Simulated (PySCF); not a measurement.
# `CC(=C=CC)OC`, C₆H₁₀O

Geometry:
```json
{"atom": "C1", "x (Å)": "-3.075", "y (Å)": "-0.302", "z (Å)": "-0.013"}
{"atom": "C2", "x (Å)": "-1.711", "y (Å)": "-0.513", "z (Å)": "-0.599"}
{"atom": "C3", "x (Å)": "-0.578", "y (Å)": "-0.193", "z (Å)": "-0.023"}
{"atom": "C4", "x (Å)": "0.527", "y (Å)": "0.174", "z (Å)": "0.596"}
{"atom": "C5", "x (Å)": "1.153", "y (Å)": "1.525", "z (Å)": "0.416"}
{"atom": "O6", "x (Å)": "1.101", "y (Å)": "-0.679", "z (Å)": "1.502"}
{"atom": "C7", "x (Å)": "2.486", "y (Å)": "-0.870", "z (Å)": "1.402"}
{"atom": "H8", "x (Å)": "-3.687", "y (Å)": "0.344", "z (Å)": "-0.665"}
{"atom": "H9", "x (Å)": "-3.018", "y (Å)": "0.161", "z (Å)": "0.982"}
{"atom": "H10", "x (Å)": "-3.612", "y (Å)": "-1.261", "z (Å)": "0.080"}
{"atom": "H11", "x (Å)": "-1.675", "y (Å)": "-0.981", "z (Å)": "-1.595"}
{"atom": "H12", "x (Å)": "2.147", "y (Å)": "1.462", "z (Å)": "-0.056"}
{"atom": "H13", "x (Å)": "0.519", "y (Å)": "2.156", "z (Å)": "-0.220"}
{"atom": "H14", "x (Å)": "1.280", "y (Å)": "2.020", "z (Å)": "1.393"}
{"atom": "H15", "x (Å)": "2.758", "y (Å)": "-1.627", "z (Å)": "2.150"}
{"atom": "H16", "x (Å)": "2.780", "y (Å)": "-1.243", "z (Å)": "0.403"}
{"atom": "H17", "x (Å)": "3.062", "y (Å)": "0.049", "z (Å)": "1.617"}
```

Method: PySCF 2.14.0, TDDFT CAM-B3LYP/aug-cc-pVDZ circular dichroism and optical rotation, one conformer, gas phase. Geometry: PBE0-D3(BJ)/def2-SVP.

No stereocentre is labelled: unless the shape is locked (an allene, a helicene, a hindered biaryl), the mirror image is equally populated and a measured rotation or CD is zero.

Problem. Draw the ECD and absorption spectra from the lowest 12 states, each a Gaussian of half-width 0.3 eV at 1/e height.

Solution. 
| E (eV) | λ (nm) | Δε (L mol⁻¹ cm⁻¹) | ε (L mol⁻¹ cm⁻¹) |
| --- | --- | --- | --- |
| 4.64 | 267 | -0.79 | 12.9 |
| 4.74 | 261 | -2.14 | 35.3 |
| 4.84 | 256 | -4.65 | 78.5 |
| 4.94 | 251 | -8.08 | 145 |
| 5.04 | 246 | -11.13 | 237 |
| 5.14 | 241 | -12.00 | 374 |
| 5.24 | 236 | -9.62 | 612 |
| 5.34 | 232 | -4.60 | 1010 |
| 5.44 | 228 | +1.08 | 1520 |
| 5.54 | 224 | +5.26 | 1950 |
| 5.64 | 220 | +6.54 | 2120 |
| 5.74 | 216 | +4.73 | 2060 |
| 5.84 | 212 | +0.73 | 2120 |
| 5.94 | 209 | -3.91 | 2650 |
| 6.04 | 205 | -7.51 | 3670 |
| 6.14 | 202 | -8.84 | 4810 |
| 6.24 | 199 | -7.62 | 5610 |
| 6.34 | 195 | -4.58 | 5910 |
| 6.44 | 192 | -0.68 | 6000 |
| 6.54 | 189 | +3.44 | 6340 |
| 6.64 | 187 | +7.36 | 7170 |
| 6.74 | 184 | +10.76 | 8260 |
| 6.84 | 181 | +13.56 | 9060 |
| 6.94 | 179 | +15.70 | 9060 |

Δε uses R in velocity form, ε uses f in length form. Only the states computed contribute, so the short-wavelength end is incomplete.
